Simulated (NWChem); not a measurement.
System: CH3ClSn, singlet; SMILES [Cl][Sn][CH3]

NWChem printed, in part:

```
             Northwest Computational Chemistry Package (NWChem) 7.3.0
             --------------------------------------------------------

 C1  symmetry detected

                             Geometry "geometry" -> ""
                             -------------------------

 Output coordinates in angstroms (scale by  1.889725989 to convert to a.u.)

  No.       Tag          Charge          X              Y              Z
 ---- ---------------- ---------- -------------- -------------- --------------
    1 Sn                  50.0000    -0.37954657     0.44973400     0.00000704
    2 Cl                  17.0000     0.13472825    -1.89805629     0.00000643
    3 C                    6.0000     1.72985754     1.05868558     0.00006518
    4 H                    1.0000     1.84747099     2.15312300     0.00541480
    5 H                    1.0000     2.22856700     0.64225073    -0.89074459
    6 H                    1.0000     2.23176492     0.63276957     0.88447740

 Effective nuclear repulsion energy (a.u.)     320.9675414665

                                 NWChem DFT Module
                                 -----------------

 Summary of "ao basis" -> "ao basis" (spherical)
 ------------------------------------------------------------------------------
       Tag                 Description            Shells   Functions and Types
 ---------------- ------------------------------  ------  ---------------------
 Sn                         def2-svp                10       26   4s4p2d
 Cl                         def2-svp                 8       18   4s3p1d
 C                          def2-svp                 6       14   3s2p1d
 H                          def2-svp                 3        5   2s1p

            General Information
            -------------------
          SCF calculation type: DFT
          Wavefunction type:  closed shell.
          No. of atoms     :     6
          No. of electrons :    48
           Alpha electrons :    24
            Beta electrons :    24
          Charge           :     0
          Spin multiplicity:     1
          Use of symmetry is: off; symmetry adaption is: off
          Maximum number of iterations: 150
          AO basis - number of functions:    73
                     number of shells:    33
          Convergence on energy requested:  1.00D-06
          Convergence on density requested:  1.00D-05
          Convergence on gradient requested:  5.00D-04

              XC Information
              --------------
                         B3LYP Method XC Potential
                     Hartree-Fock (Exact) Exchange  0.200
                        Slater Exchange Functional  0.800 local
                    Becke 1988 Exchange Functional  0.720 non-local
              Lee-Yang-Parr Correlation Functional  0.810
                  VWN I RPA Correlation Functional  0.190 local

             Grid Information
             ----------------
          Grid used for XC integration:  medium
          Radial quadrature: Mura-Knowles
          Angular quadrature: Lebedev.
          Tag              B.-S. Rad. Rad. Pts. Rad. Cut. Ang. Pts.
          ---              ---------- --------- --------- ---------
          Sn                  1.45      123           9.0       590
          Cl                  1.00       88          11.0       590
          C                   0.70       49           9.0       434
          H                   0.35       45          11.0       434
          Grid pruning is: on
          Number of quadrature shells:   395
          Spatial weights used:  Erf1

      Superposition of Atomic Density Guess
      -------------------------------------

 Sum of atomic energies:        -747.54190976

      Non-variational initial energy
      ------------------------------

 Total energy =    -712.401741
 1-e energy   =   -1380.975247
 2-e energy   =     508.910711
 HOMO         =      -0.235974
 LUMO         =      -0.053474

     ---------------------------------------------
      Total Density - Mulliken Population Analysis
     ---------------------------------------------

    Atom       Charge   Shell Charges
 -----------   ------   -------------------------------------------------------
    1 Sn  22    20.97   1.60  0.43  1.20  0.68  3.27  2.72  0.63  0.37  9.77  0.31
    2 Cl  17    17.63   2.00  1.99  1.24  0.73  5.94  2.20  3.52  0.01
    3 C    6     6.77   1.99  0.98  0.32  2.13  1.34  0.01
    4 H    1     0.88   0.66  0.19  0.03
    5 H    1     0.88   0.65  0.20  0.03
    6 H    1     0.88   0.65  0.20  0.03

   convergence    iter        energy       DeltaE   RMS-Dens  Diis-err
 ---------------- ----- ----------------- --------- --------- ---------
 d= 0,ls=0.0,diis     1   -714.3139550038 -8.74D+02  1.96D-02  3.19D-01
 d= 0,ls=0.0,diis     2   -714.2728031622  4.12D-02  1.10D-02  5.24D-01
 d= 0,ls=0.0,diis     3   -714.3629774809 -9.02D-02  2.19D-03  2.21D-02
 d= 0,ls=0.0,diis     4   -714.3660021555 -3.02D-03  7.58D-04  2.86D-03
 d= 0,ls=0.0,diis     5   -714.3663780897 -3.76D-04  2.33D-04  3.20D-04
  Resetting Diis
 d= 0,ls=0.0,diis     6   -714.3664282341 -5.01D-05  4.57D-05  1.20D-05
 d= 0,ls=0.0,diis     7   -714.3664299373 -1.70D-06  1.97D-05  4.02D-07
 d= 0,ls=0.0,diis     8   -714.3664299052  3.21D-08  1.15D-05  6.25D-07
 d= 0,ls=0.0,diis     9   -714.3664300120 -1.07D-07  1.72D-06  1.19D-08

         Total DFT energy =     -714.366430011980
      One electron energy =    -1383.578599601832
           Coulomb energy =      562.500997659867
    Exchange-Corr. energy =      -52.951623706795
 Nuclear repulsion energy =      159.662795636779

 Numeric. integr. density =       47.999997664826

                       DFT Final Molecular Orbital Analysis
                       ------------------------------------

 Vector   22  Occ=2.000000D+00  E=-2.995179D-01
              MO Center=  1.2D-01, -1.7D+00,  8.2D-05, r^2= 1.5D+00
   Bfn.  Coefficient  Atom+Function         Bfn.  Coefficient  Atom+Function
  ----- ------------  ---------------      ----- ------------  ---------------
    39      0.621686  2 Cl pz                36      0.450952  2 Cl pz
    33      0.264913  2 Cl pz                16      0.116165  1 Sn pz
    13      0.114831  1 Sn pz                18      0.052017  1 Sn d -1
    50     -0.047521  3 C  pz                53     -0.046454  3 C  pz
    23     -0.045462  1 Sn d -1              10     -0.039407  1 Sn pz

 Vector   23  Occ=2.000000D+00  E=-2.957361D-01
              MO Center=  2.1D-02, -1.5D+00,  1.2D-05, r^2= 2.3D+00
   Bfn.  Coefficient  Atom+Function         Bfn.  Coefficient  Atom+Function
  ----- ------------  ---------------      ----- ------------  ---------------
    37      0.487013  2 Cl px                34      0.356440  2 Cl px
    38      0.346109  2 Cl py                35      0.253469  2 Cl py
    31      0.208701  2 Cl px                 3     -0.185470  1 Sn s
    32      0.148446  2 Cl py                11      0.123140  1 Sn px
    14      0.116868  1 Sn px                 4     -0.108648  1 Sn s

 Vector   24  Occ=2.000000D+00  E=-2.343797D-01
              MO Center=  1.1D-01,  3.3D-01, -1.6D-05, r^2= 4.1D+00
   Bfn.  Coefficient  Atom+Function         Bfn.  Coefficient  Atom+Function
  ----- ------------  ---------------      ----- ------------  ---------------
    11     -0.356539  1 Sn px                 3      0.333830  1 Sn s
    48      0.332515  3 C  px                37      0.302540  2 Cl px
     4      0.290714  1 Sn s                 47     -0.240281  3 C  s
    51      0.237006  3 C  px                34      0.203218  2 Cl px
    14     -0.178272  1 Sn px                 2     -0.133104  1 Sn s

 Vector   25  Occ=0.000000D+00  E=-1.055788D-01
              MO Center= -3.5D-01,  3.6D-01,  1.1D-04, r^2= 3.6D+00
   Bfn.  Coefficient  Atom+Function         Bfn.  Coefficient  Atom+Function
  ----- ------------  ---------------      ----- ------------  ---------------
    16      0.590024  1 Sn pz                13      0.554238  1 Sn pz
    39     -0.249536  2 Cl pz                10     -0.174811  1 Sn pz
     7     -0.162945  1 Sn pz                36     -0.143319  2 Cl pz
    65      0.121332  5 H  s                 70     -0.120990  6 H  s
    33     -0.083825  2 Cl pz                64      0.078418  5 H  s

 Vector   26  Occ=0.000000D+00  E=-1.858693D-02
              MO Center= -4.3D-01,  4.7D-01, -3.8D-05, r^2= 4.6D+00
   Bfn.  Coefficient  Atom+Function         Bfn.  Coefficient  Atom+Function
  ----- ------------  ---------------      ----- ------------  ---------------
    15      0.874197  1 Sn py                12      0.434581  1 Sn py
    38      0.407225  2 Cl py                30      0.386039  2 Cl s
    47     -0.371317  3 C  s                  3     -0.302634  1 Sn s
    35      0.186409  2 Cl py                37     -0.162531  2 Cl px
     9     -0.141418  1 Sn py                29      0.141497  2 Cl s

 Vector   27  Occ=0.000000D+00  E= 3.096261D-02
              MO Center=  2.4D-01,  5.2D-01, -1.5D-03, r^2= 6.1D+00
   Bfn.  Coefficient  Atom+Function         Bfn.  Coefficient  Atom+Function
  ----- ------------  ---------------      ----- ------------  ---------------
    47      1.589556  3 C  s                 14     -1.072156  1 Sn px
     4     -0.611989  1 Sn s                 60     -0.380461  4 H  s
    65     -0.375851  5 H  s                 70     -0.371954  6 H  s
    51     -0.313526  3 C  px                11     -0.264909  1 Sn px
    38      0.254448  2 Cl py                 3     -0.238970  1 Sn s

     ---------------------------------------------
      Total Density - Mulliken Population Analysis
     ---------------------------------------------

[...]
```

Level: B3LYP/def2-SVP with def2 effective core potentials on Sn. Low-valent species are run as closed-shell singlets; no triplet was tried in these runs. The geometry was optimised at PBE0/def2-SVP. B3LYP is NWChem's, with the RPA form of VWN correlation. def2 effective core potentials on Sn; no spin-orbit coupling.

Question: Reconstruct the input file.

Answer: Several could match; the one computed here: the input that was run:
```
start job
memory heap 200 mb stack 900 mb global 1100 mb
geometry units angstroms noautoz
  Sn    -0.364608     0.478957     0.000984
  Cl     0.281017    -1.836159    -0.001050
  C      1.707171     1.205689     0.001284
  H      1.762989     2.305007     0.007536
  H      2.228377     0.818728    -0.889938
  H      2.232413     0.807969     0.885275
end
basis spherical
  Sn library def2-svp
  Cl library def2-svp
  C library def2-svp
  H library def2-svp
end
ecp
  Sn library def2-ecp
end
dft
  xc b3lyp
  iterations 150
  mulliken
end
task dft energy
```
